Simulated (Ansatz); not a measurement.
**Molecular dynamics of H$_{10}$CO$_{5}$**

The input (input.yaml):

```yaml
crystal:
  lattice:
    - [5.251171, 0.0, 0.0]
    - [0.0, 5.251171, 0.0]
    - [0.0, 0.0, 5.251171]
  atoms:
    - { symbol: O, position: [0.66922521, 0.46529126, 1.10357986] }
    - { symbol: H, position: [0.51470009, 0.36857422, 1.06836634] }
    - { symbol: H, position: [0.74328072, 0.52308832, 0.9343278] }
    - { symbol: O, position: [-0.06529851, 0.50341715, 0.6828377] }
    - { symbol: H, position: [0.0809243, 0.6057114, 0.63979034] }
    - { symbol: H, position: [0.00555668, 0.31755397, 0.74063098] }
    - { symbol: O, position: [0.39945464, 0.70609505, 0.58310148] }
    - { symbol: H, position: [0.54825261, 0.78372807, 0.65835514] }
    - { symbol: H, position: [0.47065748, 0.58514159, 0.45674385] }
    - { symbol: O, position: [1.24591994, 1.10490111, 0.87938703] }
    - { symbol: H, position: [1.36739995, 1.0844757, 0.74848638] }
    - { symbol: H, position: [1.13069517, 0.98137798, 0.81546421] }
    - { symbol: O, position: [0.77544784, 0.12127374, 0.49256697] }
    - { symbol: C, position: [0.82081524, 0.09533274, 0.26863891] }
    - { symbol: H, position: [1.00823574, 0.13041255, 0.19415049] }
    - { symbol: H, position: [0.68930435, 0.00267715, 0.12136661] }
basis:
  ecutwfc: 420.0
kpoints:
  mp_grid: { grid: [1, 1, 1] }
hamiltonian:
  xc: pbe
scf:
  occupations: { method: fermi_dirac, width: 0.02 }
  lower_state_search: "off"
md:
  timestep: 0.5
  n_steps: 400
  ensemble: npt_langevin
  temperature: 500.0
  initial_velocities: maxwell_boltzmann
  seed: 611813
  friction: 0.01
  pressure: 0.0
  fix_cell: []
```

Run as:

```bash
$ ansatz run input.yaml --threads 1 --pin off --max-ram 3072MiB --backend cpu --events-out ev --progress --plain --runs-dir out
```

It goes on from the last frame of an earlier run, with new velocities.

Output, in part (step lines):

```
md step     0: t =     0.00 fs  T =   468.7 K  F+E_penalty+E_count = -3246.17114683 eV  E_kin = 0.969450 eV  conserved = -3245.41606823 eV  P_inst = 3.3182 GPa  V = 144.8000 Å³  selection 1  (9 SCF iters)
md step     1: t =     0.50 fs  T =   444.6 K  F+E_penalty+E_count = -3246.13701098 eV  E_kin = 0.919544 eV  conserved = -3245.41553357 eV  P_inst = 2.5143 GPa  V = 144.8137 Å³  selection 1  (8 SCF iters)
md step     2: t =     1.00 fs  T =   421.1 K  F+E_penalty+E_count = -3246.11099822 eV  E_kin = 0.870952 eV  conserved = -3245.41561776 eV  P_inst = 1.7123 GPa  V = 144.8455 Å³  selection 1  (8 SCF iters)
md step     3: t =     1.50 fs  T =   412.7 K  F+E_penalty+E_count = -3246.08881385 eV  E_kin = 0.853583 eV  conserved = -3245.41539851 eV  P_inst = 1.0423 GPa  V = 144.8826 Å³  selection 1  (8 SCF iters)
md step     4: t =     2.00 fs  T =   436.0 K  F+E_penalty+E_count = -3246.07561242 eV  E_kin = 0.901739 eV  conserved = -3245.41580203 eV  P_inst = 0.5747 GPa  V = 144.9150 Å³  selection 1  (8 SCF iters)
md step     5: t =     2.50 fs  T =   439.3 K  F+E_penalty+E_count = -3246.06791035 eV  E_kin = 0.908581 eV  conserved = -3245.41617542 eV  P_inst = 0.2845 GPa  V = 144.9355 Å³  selection 1  (6 SCF iters)
md step     6: t =     3.00 fs  T =   435.7 K  F+E_penalty+E_count = -3246.06362231 eV  E_kin = 0.901055 eV  conserved = -3245.41682423 eV  P_inst = 0.2422 GPa  V = 144.9485 Å³  selection 1  (6 SCF iters)
md step     7: t =     3.50 fs  T =   430.8 K  F+E_penalty+E_count = -3246.05803757 eV  E_kin = 0.890945 eV  conserved = -3245.41750120 eV  P_inst = 0.5057 GPa  V = 144.9653 Å³  selection 1  (6 SCF iters)
[... lines left out ...]
```

The steps, from the saved trajectory:

```tsv
time (fs)	T (K)	potential energy less start (eV)	conserved less start (meV/atom)	P (GPa)	volume (Å³)
0.0	469	0.000	0.00	3.3	144.8
6.5	604	-0.076	-0.49	5.6	145.1
13.0	583	-0.079	-0.06	-1.8	145.5
19.5	637	-0.205	0.12	1.8	145.6
26.0	625	-0.265	-0.01	3.6	146.3
32.5	615	-0.168	-0.16	-1.5	148.0
39.0	432	0.229	0.14	4.3	149.9
45.5	567	-0.096	-0.33	2.5	152.3
52.0	571	-0.067	0.00	0.5	154.8
58.5	612	-0.123	-0.12	1.8	157.6
65.0	620	-0.117	0.00	1.2	159.8
71.5	606	-0.225	-0.10	1.3	162.0
78.0	499	-0.065	-0.01	1.1	164.5
84.5	479	-0.075	0.02	0.5	167.5
91.0	535	-0.009	-0.04	2.5	171.2
97.5	511	-0.054	-0.12	1.0	175.0
104.0	389	0.080	0.09	0.3	179.9
110.5	417	-0.039	0.07	0.4	184.6
117.0	474	-0.281	-0.30	2.0	190.0
123.5	522	-0.343	-0.33	-0.3	196.3
130.0	497	-0.159	-0.09	-2.6	201.7
136.5	589	-0.339	-0.36	0.2	207.0
143.0	501	-0.277	-0.18	1.3	210.8
149.5	485	-0.144	-0.19	-0.9	214.1
156.0	460	-0.087	-0.15	-1.6	216.5
162.5	382	-0.014	-0.15	2.0	218.3
169.0	468	-0.044	-0.08	-0.2	220.6
175.5	412	0.060	-0.10	-0.9	223.0
182.0	368	-0.111	-0.01	0.9	224.7
188.5	353	-0.231	-0.14	0.3	226.6
195.0	291	-0.114	0.06	-1.5	229.5
```

The run went to its last step. The conserved energy stayed within 0.5 meV per atom of its start (net change 0.011 meV per atom), so the integration is sound. The mean temperature of the second half is 12 % below the set value. A run of 0.2 ps of so small a system gives no equilibrium averages. Limits of this set-up: coarse k mesh. The cell's volume went from 145 to 231 Å³.

Mean squared displacements from the first frame to the last, about the centre of mass, the cell's change included: O 2.79 Å², H 3.97 Å², C 0.69 Å².

Last frame:

```xyz
16
Lattice="6.2646 0.8861 0.5024 0.8861 6.3515 0.5366 0.5024 0.5366 6.0067" Properties=species:S:1:pos:R:3
O 5.282 4.883 7.183
H 4.407 5.244 7.072
H 5.676 4.806 6.280
O 0.504 3.128 4.503
H 1.035 3.730 3.944
H 0.244 2.506 3.882
O 3.393 6.184 4.108
H 4.199 6.120 3.583
H 3.525 5.521 4.760
O 10.691 9.262 6.676
H 10.249 8.821 5.956
H 11.219 9.918 6.219
O 5.076 1.857 3.281
C 5.577 1.916 2.179
H 6.629 2.065 2.025
H 5.061 1.766 1.230
```

The run took 5.3 min on 1 thread of Intel(R) Xeon(R) Platinum 8488C (Sapphire Rapids), with other jobs on the host, peak memory 0.41 GiB.
